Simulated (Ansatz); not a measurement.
Start from `[F][Ti]([F])([F])[c]1ccccc1` and change one atom or group to get `CC(=O)Oc1ccccc1`.

Ansatz, PBE0-D4/def2-TZVP geometries, multiplicity 1. Each molecule was computed in one conformer, which needn't be the lowest.

Scalar relativity is left out up to krypton.

```csv
property,`[F][Ti]([F])([F])[c]1ccccc1`
HOMO–LUMO gap (PBE/def2-TZVPP) / eV,3.23
size of the dipole moment (ωB97M-V/def2-TZVPP) / D,2.57
LUMO energy (PBE0/def2-TZVPP) / eV,-2.68
HOMO energy (PBE/def2-TZVPP) / eV,-6.82
LUMO energy (PBE/def2-TZVPP) / eV,-3.59
size of the dipole moment (B3LYP/def2-TZVPP) / D,2.82
```

Problem. What does the change do to each property? (Estimate.)

Solution. Ansatz gave: 
```json
{"property": "HOMO–LUMO gap (PBE/def2-TZVPP) / eV", "`CC(=O)Oc1ccccc1`": "4.75", "shift": "1.52"}
{"property": "size of the dipole moment (ωB97M-V/def2-TZVPP) / D", "`CC(=O)Oc1ccccc1`": "1.70", "shift": "-0.87"}
{"property": "LUMO energy (PBE0/def2-TZVPP) / eV", "`CC(=O)Oc1ccccc1`": "-0.38", "shift": "2.30"}
{"property": "HOMO energy (PBE/def2-TZVPP) / eV", "`CC(=O)Oc1ccccc1`": "-6.11", "shift": "0.71"}
{"property": "LUMO energy (PBE/def2-TZVPP) / eV", "`CC(=O)Oc1ccccc1`": "-1.36", "shift": "2.23"}
{"property": "size of the dipole moment (B3LYP/def2-TZVPP) / D", "`CC(=O)Oc1ccccc1`": "1.70", "shift": "-1.12"}
```

With PBE0 the HOMO rises by 0.70 eV and the LUMO rises by 2.30 eV, so the gap widens by about 1.60 eV. PBE moves the HOMO by 0.71 eV and ωB97M-V by 0.69 eV. Dipoles are sizes alone; their direction can turn.

Positive LUMOs are unbound, so they and the gaps depend on the basis.

B3LYP here is the variant with VWN-RPA as its local correlation; programs differ in this.
